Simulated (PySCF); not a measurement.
# Dipole moment and polarisability of `Clc1pc(C2CC2)cs1`

Compound: C₆H₆ClPS.
Structure used (GFN2-xTB), in Å, numbered top down from 1:
```xyz
15
C6H6ClPS angstrom
Cl     4.197    1.529    0.421
C      2.787    0.584    0.163
P      1.222    1.262   -0.013
C      0.469   -0.346   -0.209
C     -0.984   -0.488   -0.403
C     -1.913    0.464    0.302
C     -1.732    0.566   -1.173
C      1.299   -1.417   -0.160
S      2.975   -1.136    0.085
H     -1.315   -1.514   -0.515
H     -1.460    1.224    0.923
H     -2.844    0.076    0.687
H     -1.158    1.397   -1.558
H     -2.538    0.250   -1.818
H      0.992   -2.443   -0.260
```

Level: wB97X-D/def2-SVPD (PySCF), static field, nuclei fixed, core orbitals frozen in the response. The polarisability tensor in these axes (au):

```
x   162.39  -1.36  10.54
y    -1.36 123.62   2.24
z    10.54   2.24  84.85
```

Give the principal values, the mean and the anisotropy Δα = √{½[(α1 − α2)² + (α2 − α3)² + (α1 − α3)²]}.

Principal values 83.31, 123.73 and 163.82 au; mean 123.62 au = 18.32 Å³ = 20.38 × 10⁻⁴⁰ C²·m²/J; Δα = 69.73 au (56 % of the mean).

What is the dipole moment, and where does it point?

(-1.99, -1.81, -0.36) D, 2.72 D in size, pointing from the negative to the positive side. Measured along this direction, the outermost atoms are Cl1 at the negative end and H10, H12 and H14 at the positive end.

Give the eigenvalues of the traceless quadrupole moment Θ = ½Σq(3rr − r²1), origin at the centre of nuclear charge.

-5.44, 0.11, 5.33 D·Å. The values depend on the origin, since the dipole doesn't vanish. The electronic extent ⟨r²⟩ about the same centre is 2074 bohr², a root-mean-square distance of 2.54 Å for the 90 electrons.

Refractivity n − 1 of an ideal gas of it at 350 K and 1 atm, from the electronic α?

N = p/kT = 2.0968 × 10¹⁹ cm⁻³, so n − 1 = 2π × N × 18.32 × 10⁻²⁴ cm³ = 2413 × 10⁻⁶ at long wavelengths, for an ideal gas.

Find the Langevin capture rate constant for H3O+ (19.018 u) meeting this molecule (175.962 u), k = 2.342 × 10⁻⁹ cm³/s × √(α in Å³ / reduced mass in u).

The reduced mass is 17.16 u, so k = 2.42 × 10⁻⁹ cm³/s. The formula leaves out the permanent dipole, which adds to the capture rate.

Along which axes do the principal values lie, and how far do the nuclei extend along each?

Largest value along (0.99, -0.03, 0.13), where the nuclei span 6.93 Å; middle along (0.02, 1.00, 0.06), 4.06 Å; least along (-0.13, -0.06, 0.99), 2.53 Å. The response follows the extents in order.

Geometry: GFN2-xTB, one conformer, isolated molecule.

These values come from a run that also computed excited states. The run took 61 s wall on Arm Neoverse V1, one thread, shared host with 32 logical CPUs at a one-minute load of 14, and the process peaked at 1.1 GiB of memory.
